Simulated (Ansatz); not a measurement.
C₂H₆FGaS, SMILES `C[S][Ga]([CH3])[F]`. The species carries charge 0 and has multiplicity 1.

Cartesian coordinates in Å:
```
C 1.086 -0.936 1.440
S -0.593 -1.575 1.137
Ga -1.255 -0.234 -0.456
C -0.300 1.242 -1.302
F -2.890 -0.598 -0.996
H 1.724 -1.055 0.565
H 1.071 0.109 1.748
H 1.500 -1.530 2.254
H -0.040 2.000 -0.561
H -0.927 1.694 -2.071
H 0.624 0.884 -1.758
```

(1) What are the harmonic wavenumbers in cm⁻¹ at PBE0-D4/def2-TZVP (Ansatz, finite differences of forces, unscaled)? (Estimate.)

(2) Is this a minimum?

(3) Give the ideal-gas thermochemistry at 298.15 K and 1 bar (rigid rotor, harmonic oscillator; point group Cs, symmetry number 1).

## Answers

(1) Computed: 18, 43, 87, 93, 157, 165, 203, 413, 587, 671, 720, 725, 751, 968, 981, 1226, 1351, 1446, 1448, 1473, 1475, 3063, 3070, 3148, 3160, 3161, 3167.

(2) Yes, all 27 modes are real.

(3) Zero-point energy 202.0 kJ/mol; H(298) − E = 227.9 kJ/mol; entropy 410.6 J/(mol·K), of which translation 171.4, rotation 116.5, vibration 122.7; G(298) − E = 105.5 kJ/mol. Modes under 100 cm⁻¹ are hindered rotations or soft bends, so the harmonic entropy is rough.
